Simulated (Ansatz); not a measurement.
Species: sum formula AlOH3, net charge 0, singlet state. 
Structure (B3LYP-D3(BJ)/def2-TZVP (Ansatz, a quantum-chemistry and plane-wave program) minimum search):
```
Al
O 1 1.6999
H 2 0.9581 1 124.14
H 1 1.5709 2 115.84 3 -180.00
H 1 1.5789 4 124.38 2 -180.00
```

Total electronic energies in hartree. Valence correlation only, unless marked. No spin-orbit coupling. No relativistic terms. Basis-set limits of correlation are two-point, X^-3; Hartree-Fock from the larger set (for Q and 5 zeta extrapolated as (X+1)exp(-9√X)). [CCSD(T)-MP2]/basis is that difference in the basis named.

```csv
level,program,energy (Eh)
HSE06-D3(BJ)/def2-TZVPD,Ansatz + dftd3,-319.32653
CAM-B3LYP-D3(BJ)/def2-TZVPD,Ansatz + dftd3,-319.52158
MP2/aug-cc-pV(T+d)Z,Ansatz,-318.95567
MP2/cc-pV(T+d)Z,Ansatz,-318.94571
CCSD/cc-pV(Q+d)Z,Ansatz,-318.99507
CCSD(T)/6-31G*,Ansatz,-318.79863
"RI-MP2/CBS(aug-cc-pV(T+d)Z,aug-cc-pV(Q+d)Z)+[CCSD(T)-MP2]/aug-cc-pV(T+d)Z",Ansatz,-319.0290
"CCSD(T)/CBS(cc-pV(T+d)Z,cc-pV(Q+d)Z)",Ansatz,-319.0245
"CCSD(T)/CBS(cc-pV(Q+d)Z,cc-pV(5+d)Z)",Ansatz,-319.0265
```

Totals of different functionals don't rank their quality; only differences between species are comparable.
